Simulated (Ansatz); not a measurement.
System (SMILES): B=[N] (BH-N), doublet.
Atoms: B1, N2, H3. Bonds: B1-N2, B1-H3.

Basis-set convergence of the lowest harmonic wavenumber at HF with Ansatz (a program for electronic structure). Each level at its own minimum, finite differences of forces, unscaled; the reference is a large set that could be run, not a limit. Cartesian d functions, on some or all atoms, in 6-31G**; all else is spherical. The program fits the integrals of some runs and decomposes those of others, by size. Core-valence sets carry the plain set on hydrogen. Open shells are unrestricted. No added dispersion term, no relativity. Reference: the value in def2-QZVPPD, 769 cm⁻¹, itself unsure by roughly 2 cm⁻¹ (its mean distance from pcseg-3, def2-QZVPP, cc-pVQZ). Deviations are taken from unrounded values.

```json
[
 {"basis": "pcseg-0", "functions": "20", "lowest harmonic wavenumber (cm⁻¹)": "723", "minus reference (cm⁻¹)": "-46"},
 {"basis": "pcseg-1", "functions": "33", "lowest harmonic wavenumber (cm⁻¹)": "772", "minus reference (cm⁻¹)": "3"},
 {"basis": "6-31G**", "functions": "35", "lowest harmonic wavenumber (cm⁻¹)": "771", "minus reference (cm⁻¹)": "2"},
 {"basis": "6-311+G**", "functions": "50", "lowest harmonic wavenumber (cm⁻¹)": "765", "minus reference (cm⁻¹)": "-4"},
 {"basis": "aug-cc-pVDZ", "functions": "55", "lowest harmonic wavenumber (cm⁻¹)": "767", "minus reference (cm⁻¹)": "-2"},
 {"basis": "6-311++G(2d,2p)", "functions": "64", "lowest harmonic wavenumber (cm⁻¹)": "775", "minus reference (cm⁻¹)": "6"},
 {"basis": "def2-TZVP", "functions": "68", "lowest harmonic wavenumber (cm⁻¹)": "770", "minus reference (cm⁻¹)": "1"},
 {"basis": "pcseg-2", "functions": "74", "lowest harmonic wavenumber (cm⁻¹)": "768", "minus reference (cm⁻¹)": "-1"},
 {"basis": "jun-cc-pV(T+d)Z", "functions": "92", "lowest harmonic wavenumber (cm⁻¹)": "769", "minus reference (cm⁻¹)": "0"},
 {"basis": "6-311++G(3df,3pd)", "functions": "96", "lowest harmonic wavenumber (cm⁻¹)": "771", "minus reference (cm⁻¹)": "2"},
 {"basis": "cc-pCVTZ", "functions": "100", "lowest harmonic wavenumber (cm⁻¹)": "774", "minus reference (cm⁻¹)": "5"},
 {"basis": "aug-pcseg-2", "functions": "115", "lowest harmonic wavenumber (cm⁻¹)": "772", "minus reference (cm⁻¹)": "3"},
 {"basis": "pcseg-3", "functions": "153", "lowest harmonic wavenumber (cm⁻¹)": "773", "minus reference (cm⁻¹)": "4"}
]
```
